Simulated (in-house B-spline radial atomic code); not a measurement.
Configurations of Ga, with energies counted from [Ar] 3d10 4s2 (4p1/2)1. Level of theory: Dirac-Hartree-Fock, average of each configuration as written, Fermi nucleus of rms radius 3.9973 fm; calculated with an all-electron radial atomic-structure program (B-spline basis). Energies include first-order Breit, QED and recoil terms.

Occupations are held fixed; configurations that lie above the ionisation limit could autoionise.

```json
{"configuration": "[Ar] 3d10 4s2 (4p3/2)1", "E - E(ref) (eV)": "0.097387", "highest orbital": "4p3/2", "its <r> (bohr)": "3.439"}
{"configuration": "[Ar] 3d10 4s1 (4p3/2)1 (5p1/2)1", "E - E(ref) (eV)": "9.4537", "highest orbital": "5p1/2", "its <r> (bohr)": "10.55"}
{"configuration": "[Ar] 3d10 4s1 (4p3/2)1 (4d5/2)1", "E - E(ref) (eV)": "9.6821", "highest orbital": "4d5/2", "its <r> (bohr)": "9.611"}
{"configuration": "[Ar] 3d10 4s1 (4p1/2)1 (6d5/2)1", "E - E(ref) (eV)": "10.569", "highest orbital": "6d5/2", "its <r> (bohr)": "33.59"}
{"configuration": "[Ne] 3s2 (3p1/2)2 (3p3/2)3 3d10 4s2 (4p1/2)1 (5g7/2)1", "E - E(ref) (eV)": "113.54", "highest orbital": "5g7/2", "its <r> (bohr)": "27.5"}
```

**Question.** Order these further configurations by energy, lowest first.
A. [Ar] 3d10 4s1 (4p3/2)1 (8p1/2)1
B. [Ar] 3d10 4s2 (6d5/2)1
C. [Ar] (3d3/2)3 (3d5/2)6 4s2 (4p1/2)1 (4p3/2)1
D. [Ar] 3d10 4s2 8s1
E. [Ar] 3d10 4s1 (4p1/2)1 (6g9/2)1

**Answer.** B (4.9568 eV), D (5.0196 eV), E (10.747 eV), A (10.863 eV), C (18.39 eV).

**Question.** How far above the reference does [Ar] 3d10 4s1 (4p1/2)1 (4p3/2)1 lie?

**Answer.** 5.5318 eV; its least bound orbital is 4p3/2 with <r> = 3.335 bohr.
